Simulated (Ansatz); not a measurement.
Ansatz (a first-principles code) input for Cl2Sn, SMILES [Cl][Sn][Cl] (connectivity only; charge and spin as stated), charge +1, multiplicity 2, B3LYP-D3(BJ)/def2-TZVP. 

Ansatz 0.2 input:
```yaml
crystal:
  periodic: [false, false, false]
  atoms:
    - {symbol: Sn, position_ang: [-0.00000000, -0.00000000, 0.44640671]}
    - {symbol: Cl, position_ang: [-0.00000000, -2.10762097, -0.65648046]}
    - {symbol: Cl, position_ang: [0.00000000, 2.10762098, -0.65648046]}
basis:
  gaussian:
    orbitals: def2-TZVP
hamiltonian:
  xc: b3lyp
  dispersion: d3bj
total_charge: 1
magnetization: {spin_polarized: true, initial_magnetization: 1}
relax: {f_tol: 0.002, max_steps: 200}
```

Output:

```
WARN ansatz: RAYON_NUM_THREADS=1 ignored (pool sized by the plan → 1); use --threads N
Functional definition: B3LYP
integrals: 0.05 GiB planned
958 factors; their error is unknown
mean field: 0.65 GiB planned
mean field evaluation 1: about -30867.3410 eV, gradient 3.3e1 eV
mean field evaluation 2: about -30835.9810 eV, gradient 8.0e1 eV
mean field evaluation 4: about -30873.3522 eV, gradient 4.5e0 eV
mean field evaluation 8: about -30873.5821 eV, gradient 1.4e-1 eV
mean field evaluation 16: about -30873.5822 eV, gradient 1.4e-4 eV
mean field -30873.58222016 eV, -1134.5832197253 hartree, gradient 3.4e-5 eV, S^2 0.757357; 2 other end points of the search recorded, 0 dependent functions left out
the calculation of the forces begins
reference -30873.58245431 eV, -1134.5832283299 hartree; 28, 27 occupied and 96, 97 virtual orbitals, 958 factors
relax step   1: F+E_penalty+E_count = -30873.76102060 eV  Δ(F+E_penalty+E_count) = +0.000e0 eV  max|allowed force component| = 7.304e-1 eV/Å  Δτ_max = 0.0000 Å  (49 SCF iters, accepted)
these checks for a lower state are left out or cut short: starts, cluster_reference, orbital_swaps, neighbouring_geometries, increment
integrals: 0.05 GiB planned
958 factors; their error is unknown
mean field: 0.65 GiB planned
mean field evaluation 32: about -30873.6464 eV, gradient 1.3e-5 eV
mean field -30873.64640924 eV, -1134.5855786303 hartree, gradient 1.3e-5 eV, S^2 0.755834; 0 other end points of the search recorded, 0 dependent functions left out
the calculation of the forces begins
reference -30873.64664015 eV, -1134.5855871163 hartree; 28, 27 occupied and 96, 97 virtual orbitals, 958 factors
relax step   2: F+E_penalty+E_count = -30873.83005034 eV  Δ(F+E_penalty+E_count) = -6.903e-2 eV  max|allowed force component| = 1.159e-1 eV/Å  Δτ_max = 0.0995 Å  (39 SCF iters, accepted)
these checks for a lower state are left out or cut short: starts, cluster_reference, orbital_swaps, neighbouring_geometries, increment
integrals: 0.05 GiB planned
958 factors; their error is unknown
mean field: 0.65 GiB planned
mean field -30873.64767455 eV, -1134.5856251297 hartree, gradient 2.2e-5 eV, S^2 0.755927; 0 other end points of the search recorded, 0 dependent functions left out
the calculation of the forces begins
reference -30873.64790529 eV, -1134.5856336091 hartree; 28, 27 occupied and 96, 97 virtual orbitals, 958 factors
relax step   3: F+E_penalty+E_count = -30873.83205739 eV  Δ(F+E_penalty+E_count) = -2.007e-3 eV  max|allowed force component| = 1.289e-2 eV/Å  Δτ_max = 0.0245 Å  (39 SCF iters, accepted)
these checks for a lower state are left out or cut short: starts, cluster_reference, orbital_swaps, neighbouring_geometries, increment
integrals: 0.05 GiB planned
958 factors; their error is unknown
mean field: 0.65 GiB planned
mean field -30873.64745987 eV, -1134.5856172405 hartree, gradient 1.7e-5 eV, S^2 0.755931; 0 other end points of the search recorded, 0 dependent functions left out
the calculation of the forces begins
reference -30873.64769049 eV, -1134.5856257154 hartree; 28, 27 occupied and 96, 97 virtual orbitals, 958 factors
relax step   4: F+E_penalty+E_count = -30873.83215541 eV  Δ(F+E_penalty+E_count) = -9.802e-5 eV  max|allowed force component| = 1.201e-3 eV/Å  Δτ_max = 0.0074 Å  (40 SCF iters, accepted)
integrals: 0.05 GiB planned
958 factors; their error is unknown
mean field: 0.65 GiB planned
mean field evaluation 64: about -30873.6475 eV, gradient 8.7e-4 eV
mean field -30873.64745987 eV, -1134.5856172405 hartree, gradient 1.8e-5 eV, S^2 0.755931; 1 other end points of the search recorded, 0 dependent functions left out
the calculation of the forces begins
reference -30873.64769049 eV, -1134.5856257154 hartree; 28, 27 occupied and 96, 97 virtual orbitals, 958 factors
Total energy: -30873.83238603 eV, -1134.5924131512 hartree
Atom 0 at    -0.000000     0.000000     0.490837 Å, force    -0.000000    -0.000000     0.000101 eV/Å
Atom 1 at    -0.000000    -1.985662    -0.678696 Å, force    -0.000000    -0.001201    -0.000050 eV/Å
Atom 2 at     0.000000     1.985662    -0.678696 Å, force     0.000000     0.001201    -0.000050 eV/Å
Dipole moment:     0.000000    -0.000000     0.390788 e Å
```

The run converged.

Cost: around 30 core-seconds (rough).
